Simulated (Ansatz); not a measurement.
Basis sets compared for (KSH)2 ring (K₂H₂S₂). Total charge 0; singlet. Geometry PBE0-D4/def2-SVP. Ansatz on 4 threads of Arm Neoverse V1 on a shared host; times are rough, and most runs start from earlier orbitals.

Cartesian coordinates in Å:
```
K -0.397 1.228 -1.582
S 2.154 -0.206 -0.820
K 0.282 -1.781 0.958
S -2.277 -0.386 0.151
H 2.610 0.674 0.100
H -2.373 0.471 1.193
```

Binding counts from free atoms (K doublet, S triplet, H doublet) in the same basis, without a counterpoise term.

```json
{"level": "PBE-D4/def2-SVP", "functions": "94", "energy (Eh)": "-1996.3828", "HOMO (eV)": "-3.95", "LUMO (eV)": "-1.31", "binding per atom (eV)": "2.53", "wall time": "1.4 s"}
{"level": "PBE-D4/def2-TZVP", "functions": "152", "energy (Eh)": "-1996.8172", "HOMO (eV)": "-4.22", "LUMO (eV)": "-1.30", "binding per atom (eV)": "2.54", "wall time": "1.8 s"}
{"level": "r2SCAN-D4/def2-TZVP", "functions": "152", "energy (Eh)": "-1997.4729", "HOMO (eV)": "-4.41", "LUMO (eV)": "-0.69", "binding per atom (eV)": "2.56", "wall time": "6 s"}
{"level": "PBE0-D4/def2-SVP", "functions": "94", "energy (Eh)": "-1996.5535", "HOMO (eV)": "-5.09", "LUMO (eV)": "-0.81", "binding per atom (eV)": "2.51", "wall time": "1.8 s"}
{"level": "PBE0-D4/def2-TZVP (with forces)", "functions": "152", "energy (Eh)": "-1996.9810", "HOMO (eV)": "-5.33", "LUMO (eV)": "-0.79", "binding per atom (eV)": "2.51", "wall time": "3.3 s"}
```

Q: Estimate the rows for PBE-D4/def2-TZVPD, r2SCAN-D4/def2-TZVPD, PBE0-D4/def2-TZVPD.

A: 
```json
{"level": "PBE-D4/def2-TZVPD", "functions": "182", "energy (Eh)": "-1996.8205", "HOMO (eV)": "-4.29", "LUMO (eV)": "-1.32", "binding per atom (eV)": "2.55", "wall time": "3 s"}
{"level": "r2SCAN-D4/def2-TZVPD", "functions": "182", "energy (Eh)": "-1997.4756", "HOMO (eV)": "-4.46", "LUMO (eV)": "-0.71", "binding per atom (eV)": "2.57", "wall time": "6.5 s"}
{"level": "PBE0-D4/def2-TZVPD", "functions": "182", "energy (Eh)": "-1996.9838", "HOMO (eV)": "-5.39", "LUMO (eV)": "-0.81", "binding per atom (eV)": "2.52", "wall time": "5.5 s"}
```
